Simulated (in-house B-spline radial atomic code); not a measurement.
Configurations of the chlorine ion Cl²⁺, with energies counted from [Ne] 3s2 (3p1/2)2 (3p3/2)1. All numbers are computed (Dirac-Hartree-Fock, average of each configuration as written; Fermi nucleus of rms radius 3.3654 fm) with an all-electron radial atomic-structure program (B-spline basis), not measured. Energies include first-order Breit, QED and recoil terms.

Occupations are held fixed; configurations that lie above the ionisation limit could autoionise.

```tsv
configuration	E - E(ref) (eV)	highest orbital	its <r> (bohr)
[Ne] 3s1 (3p1/2)1 (3p3/2)3	14.652	3p3/2	1.614
[Ne] 3s2 (3p1/2)1 (3p3/2)1 (3d3/2)1	17.964	3d3/2	2.164
[Ne] 3s1 (3p1/2)1 (3p3/2)2 (3d5/2)1	32.1	3d5/2	2.133
[Ne] 3s1 (3p1/2)1 (3p3/2)2 (5f5/2)1	46.323	5f5/2	10.31
[Ne] 3s1 (3p1/2)1 (3p3/2)2 (5g9/2)1	46.377	5g9/2	9.16
[He] 2s2 (2p1/2)1 (2p3/2)4 3s2 (3p3/2)3 6s1	234.61	6s1/2	10.9
[He] 2s2 (2p1/2)1 (2p3/2)4 3s2 (3p1/2)2 (3p3/2)1 (7d5/2)1	238.52	7d5/2	20.52
```

**Question.** Order these further configurations by energy, lowest first.
A. [He] 2s2 (2p1/2)1 (2p3/2)4 3s2 (3p3/2)3 (5g9/2)1
B. [Ne] 3s1 (3p3/2)3 (5p1/2)1
C. [Ne] 3s2 (3p1/2)1 (3p3/2)2
D. [Ne] 3s1 (3p1/2)2 (3p3/2)1 (4f7/2)1
E. [Ne] 3s1 (3p1/2)2 (3p3/2)1 (7f7/2)1

**Answer.** C (-0.36974 eV), D (43.936 eV), B (44.363 eV), E (49.135 eV), A (235.36 eV).

**Question.** How far above the reference does [He] 2s2 (2p1/2)1 (2p3/2)4 3s2 (3p3/2)4 lie?

**Answer.** 199.85 eV; its least bound orbital is 3p3/2 with <r> = 1.508 bohr.

**Question.** How far above the reference does [Ne] 3s2 (3p3/2)3 lie?

**Answer.** 0.29478 eV; its least bound orbital is 3p3/2 with <r> = 1.614 bohr.

**Question.** Is the reference the lowest configuration at this level of theory?

**Answer.** No: [Ne] 3s2 (3p1/2)1 (3p3/2)2 lies 0.3697 eV lower. Averages of configurations without correlation can order differently from the measured ground levels.
